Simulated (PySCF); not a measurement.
**A single-point calculation**

NdF3(NH3) (singlet in the valence; each metal's 4f electrons, 3 of them, lie in its core potential, out of spins and levels). PySCF 2.14.0, RKS M06-L, Nd lcecp-1-SVP with ECP49, F def2-SVP, N def2-SVP, H def2-SVP; non-relativistic Hamiltonian with scalar-relativistic core potentials where named; density fitting; no spin-orbit coupling. Purpose: level M06-L.

```python
mol = gto.M(atom='''
Nd     0.10736    -0.10736     0.10736
F      1.12462     1.40694     1.12462
F     -1.40694    -1.12462     1.12462
F      1.12462    -1.12462    -1.40694
N     -1.39803     1.39803    -1.39803
H     -2.00904     2.00904    -0.85262
H     -0.85262     2.00904    -2.00904
H     -2.00904     0.85262    -2.00904''',
    basis={'Nd': 'lcecp-1-SVP', 'F': 'def2-SVP', 'N': 'def2-SVP', 'H': 'def2-SVP'},
    ecp={'Nd': 'lcecp-1-SVP'},
    charge=0, spin=0)
mf = dft.RKS(mol, xc='M06L')
mf.grids.atom_grid = (75, 302)  # f atoms: unpruned, at least (60, 302)
mf = mf.density_fit()  # fitting sets: Nd AutoAux, F def2-universal-JKFIT, N def2-universal-JKFIT, H def2-universal-JKFIT
mf.conv_tol = 1e-08; mf.max_cycle = 55
mf.kernel(dm0)  # dm0: converged density of the relaxed state
mf.nuc_grad_method().kernel()
```

Run from Python with OMP_NUM_THREADS=2; the lines above give its settings. Where DIIS fails, smearing, a level shift and second-order steps follow.
It took 8.7 s on 2 threads of Arm Neoverse V1, with other jobs on the host, from an already converged density.

**Question.** Where do the frontier levels lie, over both spins?

**Answer.** HOMO -7.55 eV, LUMO -0.70 eV. The 4f levels lie in the core potential and are missing.

**Question.** What are the Mulliken charges and spins?

**Answer.** 
```tsv
atom	charge (e)	spin (e)
Nd1	1.325	0.000
F2	-0.495	0.000
F3	-0.495	0.000
F4	-0.495	0.000
N5	-0.369	0.000
H6	0.176	0.000
H7	0.176	0.000
H8	0.176	0.000
```
The spin of the 4f electrons in the core isn't counted.

**Question.** What forces act on the atoms (eV/Å)?

**Answer.** 
```
Nd   0.02 -0.02  0.02
F    0.12  0.18  0.12
F   -0.18 -0.12  0.12
F    0.12 -0.12 -0.18
N    0.01 -0.01  0.01
H    0.00  0.00 -0.09
H   -0.09  0.00  0.00
H    0.00  0.09  0.00
```
Forces carry noise of the integration grid, about 0.01 to 0.03 eV/Å.

The geometry was relaxed with PBE0 (Nd lcecp-1-SVP with ECP49, F def2-SVP, N def2-SVP, H def2-SVP).

An lcecp potential fixes the number of 4f electrons, so in runs with it no electron can move into or out of that shell.
